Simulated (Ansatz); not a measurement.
Harmonic vibrations of CH6OSSi (`C[SiH](O)S`) by finite differences.

```yaml
crystal:
  periodic: [false, false, false]
  atoms:
    - {symbol: C, position_ang: [-0.953409, 0.912915, -0.368439]}
    - {symbol: Si, position_ang: [-0.031711, -0.579071, 0.226523]}
    - {symbol: O, position_ang: [0.661082, -0.139145, 1.653423]}
    - {symbol: S, position_ang: [1.417168, -1.286259, -1.182570]}
    - {symbol: H, position_ang: [-1.481660, 0.692266, -1.297872]}
    - {symbol: H, position_ang: [-1.681638, 1.230231, 0.382151]}
    - {symbol: H, position_ang: [-0.267473, 1.743848, -0.548651]}
    - {symbol: H, position_ang: [-0.914792, -1.764534, 0.386845]}
    - {symbol: H, position_ang: [1.285072, -0.756357, 2.039201]}
    - {symbol: H, position_ang: [2.050562, -0.104994, -1.287811]}
basis:
  gaussian: {orbitals: def2-TZVP}
hamiltonian: {xc: pbe0, dispersion: d4}
phonons: {temperatures: {t_min: 298.15, t_max: 900, t_step: 200}}
```

```sh
$ ansatz run in.yaml --threads 4 --pin off --events-out ev --progress --plain
```

It prints (some lines left out):

```
Functional definition: PBE0
mean field -21888.78641041 eV, -804.3980638303 hartree, gradient 7.3e-5 eV, S^2 0.000000; 0 other end points of the search recorded, 0 dependent functions left out
mean field -21888.78623959 eV, -804.3980575528 hartree, gradient 2.2e-6 eV, S^2 0.000000; 0 other end points of the search recorded, 0 dependent functions left out
mean field -21888.78628663 eV, -804.3980592814 hartree, gradient 9.3e-7 eV, S^2 0.000000; 0 other end points of the search recorded, 0 dependent functions left out
mean field -21888.78630012 eV, -804.3980597771 hartree, gradient 9.3e-7 eV, S^2 0.000000; 0 other end points of the search recorded, 0 dependent functions left out
mean field -21888.78625345 eV, -804.3980580620 hartree, gradient 8.5e-7 eV, S^2 0.000000; 0 other end points of the search recorded, 0 dependent functions left out
mean field -21888.78625078 eV, -804.3980579641 hartree, gradient 9.3e-7 eV, S^2 0.000000; 0 other end points of the search recorded, 0 dependent functions left out
mean field -21888.78625923 eV, -804.3980582744 hartree, gradient 9.3e-7 eV, S^2 0.000000; 0 other end points of the search recorded, 0 dependent functions left out
mean field -21888.78630604 eV, -804.3980599948 hartree, gradient 9.4e-7 eV, S^2 0.000000; 0 other end points of the search recorded, 0 dependent functions left out
mean field -21888.78631967 eV, -804.3980604956 hartree, gradient 9.3e-7 eV, S^2 0.000000; 0 other end points of the search recorded, 0 dependent functions left out
mean field -21888.78628705 eV, -804.3980592970 hartree, gradient 6.9e-7 eV, S^2 0.000000; 0 other end points of the search recorded, 0 dependent functions left out
mean field -21888.78631424 eV, -804.3980602961 hartree, gradient 9.3e-7 eV, S^2 0.000000; 0 other end points of the search recorded, 0 dependent functions left out
mean field -21888.78629467 eV, -804.3980595767 hartree, gradient 9.2e-7 eV, S^2 0.000000; 0 other end points of the search recorded, 0 dependent functions left out
mean field -21888.78629806 eV, -804.3980597014 hartree, gradient 9.3e-7 eV, S^2 0.000000; 0 other end points of the search recorded, 0 dependent functions left out
mean field -21888.78632009 eV, -804.3980605110 hartree, gradient 9.3e-7 eV, S^2 0.000000; 0 other end points of the search recorded, 0 dependent functions left out
mean field -21888.78630798 eV, -804.3980600661 hartree, gradient 9.2e-7 eV, S^2 0.000000; 0 other end points of the search recorded, 0 dependent functions left out
mean field -21888.78632867 eV, -804.3980608264 hartree, gradient 9.3e-7 eV, S^2 0.000000; 0 other end points of the search recorded, 0 dependent functions left out
mean field -21888.78632411 eV, -804.3980606588 hartree, gradient 9.3e-7 eV, S^2 0.000000; 0 other end points of the search recorded, 0 dependent functions left out
mean field -21888.78634666 eV, -804.3980614874 hartree, gradient 9.3e-7 eV, S^2 0.000000; 0 other end points of the search recorded, 0 dependent functions left out
mean field -21888.78627029 eV, -804.3980586810 hartree, gradient 9.1e-7 eV, S^2 0.000000; 0 other end points of the search recorded, 0 dependent functions left out
mean field -21888.78639906 eV, -804.3980634132 hartree, gradient 1.4e-6 eV, S^2 0.000000; 0 other end points of the search recorded, 0 dependent functions left out
mean field -21888.78633843 eV, -804.3980611852 hartree, gradient 1.2e-6 eV, S^2 0.000000; 0 other end points of the search recorded, 0 dependent functions left out
mean field -21888.78630576 eV, -804.3980599845 hartree, gradient 1.7e-6 eV, S^2 0.000000; 0 other end points of the search recorded, 0 dependent functions left out
mean field -21888.78635925 eV, -804.3980619501 hartree, gradient 9.6e-7 eV, S^2 0.000000; 0 other end points of the search recorded, 0 dependent functions left out
mean field -21888.78635703 eV, -804.3980618686 hartree, gradient 1.4e-6 eV, S^2 0.000000; 0 other end points of the search recorded, 0 dependent functions left out
mean field -21888.78641248 eV, -804.3980639063 hartree, gradient 1.2e-6 eV, S^2 0.000000; 0 other end points of the search recorded, 0 dependent functions left out
mean field -21888.78636902 eV, -804.3980623092 hartree, gradient 1.0e-6 eV, S^2 0.000000; 0 other end points of the search recorded, 0 dependent functions left out
mean field -21888.78638322 eV, -804.3980628309 hartree, gradient 1.1e-6 eV, S^2 0.000000; 0 other end points of the search recorded, 0 dependent functions left out
mean field -21888.78640035 eV, -804.3980634607 hartree, gradient 9.9e-7 eV, S^2 0.000000; 0 other end points of the search recorded, 0 dependent functions left out
mean field -21888.78638942 eV, -804.3980630590 hartree, gradient 1.0e-6 eV, S^2 0.000000; 0 other end points of the search recorded, 0 dependent functions left out
mean field -21888.78632799 eV, -804.3980608014 hartree, gradient 1.2e-6 eV, S^2 0.000000; 0 other end points of the search recorded, 0 dependent functions left out
mean field -21888.78633343 eV, -804.3980610013 hartree, gradient 1.3e-6 eV, S^2 0.000000; 0 other end points of the search recorded, 0 dependent functions left out
mean field -21888.78635222 eV, -804.3980616918 hartree, gradient 1.0e-6 eV, S^2 0.000000; 0 other end points of the search recorded, 0 dependent functions left out
mean field -21888.78636227 eV, -804.3980620613 hartree, gradient 1.2e-6 eV, S^2 0.000000; 0 other end points of the search recorded, 0 dependent functions left out
mean field -21888.78639551 eV, -804.3980632825 hartree, gradient 9.2e-7 eV, S^2 0.000000; 0 other end points of the search recorded, 0 dependent functions left out
mean field -21888.78638584 eV, -804.3980629274 hartree, gradient 7.9e-7 eV, S^2 0.000000; 0 other end points of the search recorded, 0 dependent functions left out
mean field -21888.78635364 eV, -804.3980617441 hartree, gradient 1.0e-6 eV, S^2 0.000000; 0 other end points of the search recorded, 0 dependent functions left out
mean field -21888.78635634 eV, -804.3980618431 hartree, gradient 1.3e-6 eV, S^2 0.000000; 0 other end points of the search recorded, 0 dependent functions left out
mean field -21888.78635575 eV, -804.3980618216 hartree, gradient 9.7e-7 eV, S^2 0.000000; 0 other end points of the search recorded, 0 dependent functions left out
mean field -21888.78636852 eV, -804.3980622909 hartree, gradient 1.1e-6 eV, S^2 0.000000; 0 other end points of the search recorded, 0 dependent functions left out
mean field -21888.78635142 eV, -804.3980616622 hartree, gradient 1.3e-6 eV, S^2 0.000000; 0 other end points of the search recorded, 0 dependent functions left out
mean field -21888.78633909 eV, -804.3980612094 hartree, gradient 1.1e-6 eV, S^2 0.000000; 0 other end points of the search recorded, 0 dependent functions left out
mean field -21888.78639575 eV, -804.3980632914 hartree, gradient 8.5e-7 eV, S^2 0.000000; 0 other end points of the search recorded, 0 dependent functions left out
mean field -21888.78639498 eV, -804.3980632632 hartree, gradient 2.8e-6 eV, S^2 0.000000; 0 other end points of the search recorded, 0 dependent functions left out
mean field -21888.78639023 eV, -804.3980630888 hartree, gradient 1.4e-6 eV, S^2 0.000000; 0 other end points of the search recorded, 0 dependent functions left out
mean field -21888.78638277 eV, -804.3980628144 hartree, gradient 1.9e-6 eV, S^2 0.000000; 0 other end points of the search recorded, 0 dependent functions left out
mean field -21888.78637581 eV, -804.3980625587 hartree, gradient 2.0e-6 eV, S^2 0.000000; 0 other end points of the search recorded, 0 dependent functions left out
mean field -21888.78636989 eV, -804.3980623412 hartree, gradient 2.6e-6 eV, S^2 0.000000; 0 other end points of the search recorded, 0 dependent functions left out
mean field -21888.78640411 eV, -804.3980635987 hartree, gradient 2.3e-6 eV, S^2 0.000000; 0 other end points of the search recorded, 0 dependent functions left out
mean field -21888.78640069 eV, -804.3980634732 hartree, gradient 2.2e-6 eV, S^2 0.000000; 0 other end points of the search recorded, 0 dependent functions left out
mean field -21888.78633927 eV, -804.3980612157 hartree, gradient 2.8e-6 eV, S^2 0.000000; 0 other end points of the search recorded, 0 dependent functions left out
mean field -21888.78633676 eV, -804.3980611236 hartree, gradient 2.0e-6 eV, S^2 0.000000; 0 other end points of the search recorded, 0 dependent functions left out
mean field -21888.78634039 eV, -804.3980612570 hartree, gradient 1.4e-6 eV, S^2 0.000000; 0 other end points of the search recorded, 0 dependent functions left out
mean field -21888.78634245 eV, -804.3980613328 hartree, gradient 2.3e-6 eV, S^2 0.000000; 0 other end points of the search recorded, 0 dependent functions left out
mean field -21888.78637959 eV, -804.3980626978 hartree, gradient 2.4e-6 eV, S^2 0.000000; 0 other end points of the search recorded, 0 dependent functions left out
mean field -21888.78637235 eV, -804.3980624314 hartree, gradient 1.8e-6 eV, S^2 0.000000; 0 other end points of the search recorded, 0 dependent functions left out
mean field -21888.78639657 eV, -804.3980633216 hartree, gradient 3.0e-6 eV, S^2 0.000000; 0 other end points of the search recorded, 0 dependent functions left out
mean field -21888.78638156 eV, -804.3980627701 hartree, gradient 2.3e-6 eV, S^2 0.000000; 0 other end points of the search recorded, 0 dependent functions left out
mean field -21888.78634292 eV, -804.3980613499 hartree, gradient 1.0e-6 eV, S^2 0.000000; 0 other end points of the search recorded, 0 dependent functions left out
mean field -21888.78635030 eV, -804.3980616213 hartree, gradient 9.8e-7 eV, S^2 0.000000; 0 other end points of the search recorded, 0 dependent functions left out
mean field -21888.78640099 eV, -804.3980634839 hartree, gradient 2.1e-6 eV, S^2 0.000000; 0 other end points of the search recorded, 0 dependent functions left out
mean field -21888.78641332 eV, -804.3980639371 hartree, gradient 2.2e-6 eV, S^2 0.000000; 0 other end points of the search recorded, 0 dependent functions left out
Total energy: -21888.96778369 eV, -804.4047291752 hartree
Atom 0 at    -0.953409     0.912915    -0.368439 Å, force    -0.000554     0.001269    -0.000188 eV/Å
Atom 1 at    -0.031711    -0.579071     0.226523 Å, force     0.000360     0.000262    -0.000557 eV/Å
Atom 2 at     0.661082    -0.139145     1.653423 Å, force     0.000722    -0.000556     0.001542 eV/Å
Atom 3 at     1.417168    -1.286259    -1.182570 Å, force    -0.000584    -0.000505    -0.000117 eV/Å
Atom 4 at    -1.481660     0.692266    -1.297872 Å, force     0.000238    -0.000347    -0.000189 eV/Å
Atom 5 at    -1.681638     1.230231     0.382151 Å, force     0.000107    -0.000107    -0.000390 eV/Å
Atom 6 at    -0.267473     1.743848    -0.548651 Å, force    -0.000206    -0.000672     0.000314 eV/Å
Atom 7 at    -0.914792    -1.764534     0.386845 Å, force     0.000082    -0.000092    -0.000135 eV/Å
Atom 8 at     1.285072    -0.756357     2.039201 Å, force    -0.000201     0.000411    -0.000189 eV/Å
Atom 9 at     2.050562    -0.104994    -1.287811 Å, force     0.000034     0.000337    -0.000091 eV/Å
Dipole moment:     0.016835     0.119214     0.078239 e Å
Vibrations: 149.99 167.69 220.41 233.32 270.03 324.20 488.57 619.06 701.99 743.91 791.15 841.55 863.41 904.98 937.96 1278.89 1443.95 1445.24 2215.86 2704.38 3054.63 3139.48 3149.16 3915.86 cm⁻¹, zero-point energy 1.897310 eV
```

Run time 2.6 min (4 threads of a server CPU on a shared host); peak host memory 0.43 GiB.
